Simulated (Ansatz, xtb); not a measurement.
# Group exchange: C3H6S + SiH3(SH) → C3H8Si + H2S2

Species: C3H6S (allyl mercaptan) `C=CCS`, singlet; SiH3(SH) (sulfanylsilane), singlet; C3H8Si (prop-2-enylsilane) `C=CC[SiH3]`, singlet; H2S2 `SS`, singlet. The partners trade SH for SiH3: C–SH and S–SiH3 bonds give way to C–SiH3 and S–SH.

Shapes, held fixed at every level: PBE0-D4/def2-TZVP. Flexible molecules stand in one conformer, not always the lowest. Programs: Ansatz 0.2.0, xtb 6.7.1. Electronic energies: no zero-point or thermal term.

| level | kind | ΔE (kJ/mol) | less CCSD(T)/CBS estimate |
| --- | --- | --- | --- |
| GFN1-xTB | semi-empirical | +150.0 | +93.7 |
| HF/def2-TZVPP | Hartree–Fock | +63.8 | +7.5 |
| wB97M-V/def2-TZVPP | range-separated hybrid | +52.2 | -4.1 |
| wB97X-V/def2-TZVPP | range-separated hybrid | +54.9 | -1.4 |
| B2PLYP/def2-TZVPP | double hybrid | +57.1 | +0.8 |
| MP2/def2-TZVPP | perturbation theory | +62.9 | +6.6 |
| CCSD(T)/def2-TZVPP | coupled cluster or CI | +59.0 | +2.7 |
| CCSD(T)/CBS estimate | coupled cluster or CI | +56.3 | 0.0 |

The highest level, CCSD(T)/CBS estimate, gives ΔE = +56.3 kJ/mol; the levels span +52.2 to +150.0. GFN1-xTB strays far from the other rows. The column of differences is taken from that level and isn't an error. No measured value is set beside it here. The CBS estimate extrapolates MP2 from def2-TZVPP and def2-QZVPP and adds CCSD(T) − MP2 in the triple-zeta set, cores frozen.
